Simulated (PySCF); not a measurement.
Species: C₈H₈FN.
Numbering: `[F:1][CH2:2]/[CH:3]=[N:4]/[c:5]1[cH:6][cH:7][cH:8][cH:9][cH:10]1` (hydrogens: H11, H12 on C2; H13 on C3; H14 on C6; H15 on C7; H16 on C8; H17 on C9; H18 on C10)

Computed with TDDFT B3LYP/def2-SVPD, vertical, gas phase, core orbitals frozen in the response (PySCF 2.14.0, density-fitted response routines). The structure is a single PBE0-D3(BJ)/def2-SVP conformer in the gas phase; no vibrational or solvent corrections. Torsions of this conformer, `[F:1][CH2:2]/[CH:3]=[N:4]/[c:5]1[cH:6][cH:7][cH:8][cH:9][cH:10]1`: F1–C2–C3–N4 178°, C3–N4–C5–C6 -42°.

Each state is given a Gaussian of 0.3 eV full width at half maximum, with ε(max) = 2.175×10⁸ f / Δν̃ (Δν̃ the width in cm⁻¹). The width is an assumption, not a result. The curve ends short of the highest state used, and states not computed would add to its high-energy end.

λ (nm), ε (L mol⁻¹ cm⁻¹) and a bar:
```
    215.9       1752 ###
    220.8       6358 ############
    225.7      12714 #########################
    230.6      15283 ##############################
    235.5      10913 #####################
    240.4       4319 ########
    245.3        959 ##
    250.1        168 
    255.0         95 
    259.9        101 
    264.8         89 
    269.7        188 
    274.6        834 ##
    279.5       2783 #####
    284.4       6242 ############
    289.2       9632 ###################
    294.1      10773 #####################
    299.0       8902 #################
    303.9       5593 ###########
    308.8       2743 #####
    313.7       1076 ##
    318.6        344 #
    323.5         92 
    328.3         21
```

(1) Locate the maxima and give the states behind the curve.

(2) On this curve, what absorbance would a 10⁻⁴ mol/L sample give at 308 nm over a 1 cm path?

(3) Coming from long wavelengths, where does ε first pass 100 L mol⁻¹ cm⁻¹?

## Answers

(1) 293 nm (4.23 eV), ε about 11000, made up of S1 (100%); 259 nm (4.79 eV), ε about 100, made up of S2 (98%); 230 nm (5.39 eV), ε about 15000, made up of S3 (72%) and S4 (28%) (ε in L mol⁻¹ cm⁻¹; maxima over ε = 5, shares over 10%). The states used: S1 4.23 eV (f 0.120); S2 4.79 eV (f 0.0011); S3 5.34 eV (f 0.132); S4 5.52 eV (f 0.078); S5 5.98 eV (f 0.015); S6 6.34 eV (f 0.023).

(2) 308 nm is 4.025 eV, where ε is about 3100 L mol⁻¹ cm⁻¹, so A = ε c l ≈ 0.31 (Beer–Lambert, with the gas-phase spectrum and the assumed width).

(3) At about 323 nm (3.84 eV), 0.39 eV below S1.
